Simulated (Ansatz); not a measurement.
# Molecular dynamics of ClGaH₄O₃

The input (input.yaml):

```yaml
crystal:
  periodic: [false, false, false]
  atoms:
    - { symbol: Ga, position_ang: [0.069755, 0.505771, -0.111621] }
    - { symbol: O, position_ang: [-0.069829, -0.191389, 1.940502] }
    - { symbol: H, position_ang: [-0.984458, -0.426781, 2.19555] }
    - { symbol: O, position_ang: [1.704242, -0.014295, -0.659105] }
    - { symbol: H, position_ang: [1.621709, -0.731151, -1.314992] }
    - { symbol: O, position_ang: [-1.441977, -0.10629, -0.903454] }
    - { symbol: H, position_ang: [-1.95722, -0.712357, -0.34282] }
    - { symbol: Cl, position_ang: [0.060488, 2.545927, 0.741319] }
    - { symbol: H, position_ang: [0.051691, 0.725267, 2.295121] }
basis:
  gaussian: { orbitals: def2-SVP }
hamiltonian:
  xc: pbe
md:
  timestep: 0.5
  n_steps: 200
  ensemble: nve
  temperature: 100.0
  initial_velocities: maxwell_boltzmann
  seed: 5985
```

Run as:

```bash
$ ansatz run input.yaml --threads 4 --pin off --max-ram 5120MiB --backend cpu --events-out ev --progress --plain --runs-dir out
```

It starts at the highest image of a converged band. Of that band: The profile has 2 maxima (images 1, 4) with wells between them (image 2): this band takes more than one step, which may be the mechanism or a detour left from its start path. A vibrational analysis at the climbing image gives one clearly imaginary mode, 288i cm⁻¹: a first-order saddle point.

Output, in part (one step line in 3, the closing report, with atoms numbered from 0):

```
md step     0: t =     0.00 fs  T =   100.0 K  F+E_penalty+E_count = -71075.36250382 eV  E_kin = 0.090482 eV  conserved = -71075.27202182 eV  (28 SCF iters)
md step     3: t =     1.50 fs  T =    95.3 K  F+E_penalty+E_count = -71075.35809693 eV  E_kin = 0.086190 eV  conserved = -71075.27190716 eV  (26 SCF iters)
md step     6: t =     3.00 fs  T =    93.5 K  F+E_penalty+E_count = -71075.35650267 eV  E_kin = 0.084601 eV  conserved = -71075.27190144 eV  (28 SCF iters)
md step     9: t =     4.50 fs  T =    95.6 K  F+E_penalty+E_count = -71075.35854678 eV  E_kin = 0.086539 eV  conserved = -71075.27200814 eV  (28 SCF iters)
md step    12: t =     6.00 fs  T =    90.2 K  F+E_penalty+E_count = -71075.35350284 eV  E_kin = 0.081599 eV  conserved = -71075.27190415 eV  (27 SCF iters)
md step    15: t =     7.50 fs  T =    88.3 K  F+E_penalty+E_count = -71075.35182348 eV  E_kin = 0.079939 eV  conserved = -71075.27188476 eV  (27 SCF iters)
md step    18: t =     9.00 fs  T =    92.3 K  F+E_penalty+E_count = -71075.35553066 eV  E_kin = 0.083525 eV  conserved = -71075.27200595 eV  (26 SCF iters)
md step    21: t =    10.50 fs  T =    88.8 K  F+E_penalty+E_count = -71075.35226106 eV  E_kin = 0.080330 eV  conserved = -71075.27193080 eV  (26 SCF iters)
md step    24: t =    12.00 fs  T =    86.5 K  F+E_penalty+E_count = -71075.35017978 eV  E_kin = 0.078306 eV  conserved = -71075.27187423 eV  (27 SCF iters)
md step    27: t =    13.50 fs  T =    91.5 K  F+E_penalty+E_count = -71075.35483824 eV  E_kin = 0.082835 eV  conserved = -71075.27200348 eV  (28 SCF iters)
md step    30: t =    15.00 fs  T =    89.9 K  F+E_penalty+E_count = -71075.35330490 eV  E_kin = 0.081375 eV  conserved = -71075.27192982 eV  (28 SCF iters)
md step    33: t =    16.50 fs  T =    89.0 K  F+E_penalty+E_count = -71075.35244546 eV  E_kin = 0.080570 eV  conserved = -71075.27187536 eV  (26 SCF iters)
md step    36: t =    18.00 fs  T =    95.4 K  F+E_penalty+E_count = -71075.35832261 eV  E_kin = 0.086342 eV  conserved = -71075.27198024 eV  (27 SCF iters)
md step    39: t =    19.50 fs  T =    97.3 K  F+E_penalty+E_count = -71075.36002437 eV  E_kin = 0.088062 eV  conserved = -71075.27196231 eV  (26 SCF iters)
md step    42: t =    21.00 fs  T =    97.0 K  F+E_penalty+E_count = -71075.35963501 eV  E_kin = 0.087749 eV  conserved = -71075.27188603 eV  (28 SCF iters)
md step    45: t =    22.50 fs  T =   102.4 K  F+E_penalty+E_count = -71075.36462811 eV  E_kin = 0.092646 eV  conserved = -71075.27198198 eV  (28 SCF iters)
md step    48: t =    24.00 fs  T =   103.5 K  F+E_penalty+E_count = -71075.36557643 eV  E_kin = 0.093619 eV  conserved = -71075.27195790 eV  (27 SCF iters)
md step    51: t =    25.50 fs  T =   102.1 K  F+E_penalty+E_count = -71075.36424418 eV  E_kin = 0.092350 eV  conserved = -71075.27189466 eV  (27 SCF iters)
md step    54: t =    27.00 fs  T =   105.8 K  F+E_penalty+E_count = -71075.36769951 eV  E_kin = 0.095750 eV  conserved = -71075.27194981 eV  (27 SCF iters)
md step    57: t =    28.50 fs  T =   108.9 K  F+E_penalty+E_count = -71075.37049166 eV  E_kin = 0.098521 eV  conserved = -71075.27197029 eV  (27 SCF iters)
md step    60: t =    30.00 fs  T =   109.6 K  F+E_penalty+E_count = -71075.37106607 eV  E_kin = 0.099161 eV  conserved = -71075.27190548 eV  (27 SCF iters)
md step    63: t =    31.50 fs  T =   115.1 K  F+E_penalty+E_count = -71075.37612656 eV  E_kin = 0.104180 eV  conserved = -71075.27194637 eV  (29 SCF iters)
md step    66: t =    33.00 fs  T =   121.1 K  F+E_penalty+E_count = -71075.38151483 eV  E_kin = 0.109546 eV  conserved = -71075.27196862 eV  (27 SCF iters)
md step    69: t =    34.50 fs  T =   123.9 K  F+E_penalty+E_count = -71075.38405087 eV  E_kin = 0.112125 eV  conserved = -71075.27192541 eV  (29 SCF iters)
md step    72: t =    36.00 fs  T =   128.6 K  F+E_penalty+E_count = -71075.38828946 eV  E_kin = 0.116361 eV  conserved = -71075.27192819 eV  (29 SCF iters)
md step    75: t =    37.50 fs  T =   135.4 K  F+E_penalty+E_count = -71075.39445085 eV  E_kin = 0.122490 eV  conserved = -71075.27196055 eV  (29 SCF iters)
md step    78: t =    39.00 fs  T =   140.9 K  F+E_penalty+E_count = -71075.39946027 eV  E_kin = 0.127512 eV  conserved = -71075.27194851 eV  (28 SCF iters)
md step    81: t =    40.50 fs  T =   146.8 K  F+E_penalty+E_count = -71075.40478000 eV  E_kin = 0.132849 eV  conserved = -71075.27193084 eV  (30 SCF iters)
md step    84: t =    42.00 fs  T =   154.6 K  F+E_penalty+E_count = -71075.41187096 eV  E_kin = 0.139908 eV  conserved = -71075.27196262 eV  (28 SCF iters)
md step    87: t =    43.50 fs  T =   159.8 K  F+E_penalty+E_count = -71075.41657780 eV  E_kin = 0.144604 eV  conserved = -71075.27197352 eV  (27 SCF iters)
md step    90: t =    45.00 fs  T =   161.0 K  F+E_penalty+E_count = -71075.41763636 eV  E_kin = 0.145705 eV  conserved = -71075.27193117 eV  (26 SCF iters)
md step    93: t =    46.50 fs  T =   163.7 K  F+E_penalty+E_count = -71075.42002805 eV  E_kin = 0.148089 eV  conserved = -71075.27193902 eV  (26 SCF iters)
md step    96: t =    48.00 fs  T =   167.2 K  F+E_penalty+E_count = -71075.42324251 eV  E_kin = 0.151262 eV  conserved = -71075.27198094 eV  (26 SCF iters)
md step    99: t =    49.50 fs  T =   167.2 K  F+E_penalty+E_count = -71075.42322861 eV  E_kin = 0.151299 eV  conserved = -71075.27192935 eV  (26 SCF iters)
md step   102: t =    51.00 fs  T =   169.0 K  F+E_penalty+E_count = -71075.42487922 eV  E_kin = 0.152952 eV  conserved = -71075.27192739 eV  (27 SCF iters)
md step   105: t =    52.50 fs  T =   172.1 K  F+E_penalty+E_count = -71075.42767931 eV  E_kin = 0.155689 eV  conserved = -71075.27198997 eV  (28 SCF iters)
md step   108: t =    54.00 fs  T =   169.3 K  F+E_penalty+E_count = -71075.42513862 eV  E_kin = 0.153203 eV  conserved = -71075.27193531 eV  (27 SCF iters)
md step   111: t =    55.50 fs  T =   167.5 K  F+E_penalty+E_count = -71075.42344183 eV  E_kin = 0.151538 eV  conserved = -71075.27190430 eV  (27 SCF iters)
md step   114: t =    57.00 fs  T =   170.4 K  F+E_penalty+E_count = -71075.42615645 eV  E_kin = 0.154170 eV  conserved = -71075.27198634 eV  (27 SCF iters)
md step   117: t =    58.50 fs  T =   169.0 K  F+E_penalty+E_count = -71075.42486558 eV  E_kin = 0.152920 eV  conserved = -71075.27194517 eV  (27 SCF iters)
md step   120: t =    60.00 fs  T =   167.8 K  F+E_penalty+E_count = -71075.42371731 eV  E_kin = 0.151833 eV  conserved = -71075.27188444 eV  (27 SCF iters)
md step   123: t =    61.50 fs  T =   172.7 K  F+E_penalty+E_count = -71075.42822525 eV  E_kin = 0.156238 eV  conserved = -71075.27198748 eV  (25 SCF iters)
md step   126: t =    63.00 fs  T =   172.4 K  F+E_penalty+E_count = -71075.42792151 eV  E_kin = 0.155964 eV  conserved = -71075.27195705 eV  (27 SCF iters)
md step   129: t =    64.50 fs  T =   170.5 K  F+E_penalty+E_count = -71075.42612614 eV  E_kin = 0.154247 eV  conserved = -71075.27187945 eV  (27 SCF iters)
md step   132: t =    66.00 fs  T =   176.0 K  F+E_penalty+E_count = -71075.43123291 eV  E_kin = 0.159257 eV  conserved = -71075.27197548 eV  (26 SCF iters)
md step   135: t =    67.50 fs  T =   178.1 K  F+E_penalty+E_count = -71075.43311733 eV  E_kin = 0.161136 eV  conserved = -71075.27198155 eV  (28 SCF iters)
md step   138: t =    69.00 fs  T =   176.2 K  F+E_penalty+E_count = -71075.43130980 eV  E_kin = 0.159444 eV  conserved = -71075.27186545 eV  (26 SCF iters)
md step   141: t =    70.50 fs  T =   182.5 K  F+E_penalty+E_count = -71075.43711016 eV  E_kin = 0.165143 eV  conserved = -71075.27196674 eV  (28 SCF iters)
md step   144: t =    72.00 fs  T =   186.2 K  F+E_penalty+E_count = -71075.44046985 eV  E_kin = 0.168483 eV  conserved = -71075.27198692 eV  (27 SCF iters)
md step   147: t =    73.50 fs  T =   185.0 K  F+E_penalty+E_count = -71075.43923790 eV  E_kin = 0.167362 eV  conserved = -71075.27187592 eV  (26 SCF iters)
md step   150: t =    75.00 fs  T =   191.5 K  F+E_penalty+E_count = -71075.44519791 eV  E_kin = 0.173249 eV  conserved = -71075.27194843 eV  (27 SCF iters)
md step   153: t =    76.50 fs  T =   197.3 K  F+E_penalty+E_count = -71075.45052723 eV  E_kin = 0.178513 eV  conserved = -71075.27201427 eV  (27 SCF iters)
md step   156: t =    78.00 fs  T =   195.3 K  F+E_penalty+E_count = -71075.44856907 eV  E_kin = 0.176688 eV  conserved = -71075.27188076 eV  (27 SCF iters)
md step   159: t =    79.50 fs  T =   199.8 K  F+E_penalty+E_count = -71075.45267719 eV  E_kin = 0.180745 eV  conserved = -71075.27193190 eV  (26 SCF iters)
md step   162: t =    81.00 fs  T =   205.6 K  F+E_penalty+E_count = -71075.45802081 eV  E_kin = 0.186014 eV  conserved = -71075.27200675 eV  (27 SCF iters)
md step   165: t =    82.50 fs  T =   204.5 K  F+E_penalty+E_count = -71075.45694989 eV  E_kin = 0.185057 eV  conserved = -71075.27189297 eV  (26 SCF iters)
md step   168: t =    84.00 fs  T =   209.4 K  F+E_penalty+E_count = -71075.46138739 eV  E_kin = 0.189475 eV  conserved = -71075.27191233 eV  (28 SCF iters)
md step   171: t =    85.50 fs  T =   218.0 K  F+E_penalty+E_count = -71075.46925780 eV  E_kin = 0.197246 eV  conserved = -71075.27201179 eV  (27 SCF iters)
md step   174: t =    87.00 fs  T =   219.1 K  F+E_penalty+E_count = -71075.47011885 eV  E_kin = 0.198204 eV  conserved = -71075.27191520 eV  (27 SCF iters)
md step   177: t =    88.50 fs  T =   223.0 K  F+E_penalty+E_count = -71075.47366380 eV  E_kin = 0.201761 eV  conserved = -71075.27190298 eV  (27 SCF iters)
md step   180: t =    90.00 fs  T =   231.4 K  F+E_penalty+E_count = -71075.48140564 eV  E_kin = 0.209405 eV  conserved = -71075.27200053 eV  (28 SCF iters)
md step   183: t =    91.50 fs  T =   234.1 K  F+E_penalty+E_count = -71075.48377847 eV  E_kin = 0.211857 eV  conserved = -71075.27192187 eV  (25 SCF iters)
md step   186: t =    93.00 fs  T =   239.9 K  F+E_penalty+E_count = -71075.48900675 eV  E_kin = 0.217111 eV  conserved = -71075.27189552 eV  (27 SCF iters)
md step   189: t =    94.50 fs  T =   251.8 K  F+E_penalty+E_count = -71075.49983464 eV  E_kin = 0.227839 eV  conserved = -71075.27199609 eV  (27 SCF iters)
md step   192: t =    96.00 fs  T =   258.0 K  F+E_penalty+E_count = -71075.50538935 eV  E_kin = 0.233435 eV  conserved = -71075.27195476 eV  (26 SCF iters)
md step   195: t =    97.50 fs  T =   262.7 K  F+E_penalty+E_count = -71075.50956908 eV  E_kin = 0.237664 eV  conserved = -71075.27190466 eV  (26 SCF iters)
md step   198: t =    99.00 fs  T =   271.5 K  F+E_penalty+E_count = -71075.51763143 eV  E_kin = 0.245639 eV  conserved = -71075.27199233 eV  (26 SCF iters)
md step   200: t =   100.00 fs  T =   274.9 K  F+E_penalty+E_count = -71075.52069296 eV  E_kin = 0.248706 eV  conserved = -71075.27198726 eV  (29 SCF iters)
Total energy: -71075.52073275 eV, -2611.9772102102 hartree
Atom 0 at     0.117293     0.508283    -0.099718 Å, force     0.122270     0.420153    -0.298824 eV/Å
Atom 1 at    -0.097347    -0.242166     1.778089 Å, force    -0.299959    -0.426597     0.424110 eV/Å
Atom 2 at    -1.042356    -0.532595     1.811969 Å, force     0.296037     0.169546     0.031006 eV/Å
Atom 3 at     1.670469    -0.233767    -0.665786 Å, force     0.020832     0.402179    -0.030187 eV/Å
Atom 4 at     2.380309     0.440197    -0.705901 Å, force    -0.144390    -0.170750     0.013966 eV/Å
Atom 5 at    -1.486672    -0.132634    -0.651064 Å, force    -0.074001     0.029100    -0.091253 eV/Å
Atom 6 at    -1.899085     0.456940    -1.312517 Å, force     0.058961    -0.121599     0.125715 eV/Å
Atom 7 at    -0.004258     2.615346     0.701022 Å, force     0.201808    -0.333472    -0.182444 eV/Å
Atom 8 at    -0.036090     0.582869     2.311151 Å, force    -0.181558     0.031440     0.007911 eV/Å
Dipole moment:    -0.185876     0.051447     0.423491 e Å
```

The run went to its last step. The conserved energy stayed within 0.019 meV per atom of its start (net change 0.0039 meV per atom), so the integration is sound. The kinetic energy rose, since the run started high on the potential surface and went downhill. A run of 0.1 ps of so small a system gives no equilibrium averages. The orbitals stay closed-shell, which can raise the energy where a bond breaks towards radicals; this wasn't checked here.

The same pairs are bonded in the first frame and the last. Pairs count as bonded within 1.25 times the sum of covalent radii (0.12 Å more for H–H).

Last frame:

```xyz
9
Properties=species:S:1:pos:R:3
Ga 0.117 0.508 -0.100
O -0.097 -0.242 1.778
H -1.042 -0.533 1.812
O 1.671 -0.234 -0.666
H 2.380 0.440 -0.706
O -1.487 -0.133 -0.651
H -1.899 0.457 -1.312
Cl -0.004 2.615 0.701
H -0.036 0.583 2.311
```

Time of the run: 2.7 min on 4 threads of Arm Neoverse V2, on a shared host, peak memory 0.17 GiB.
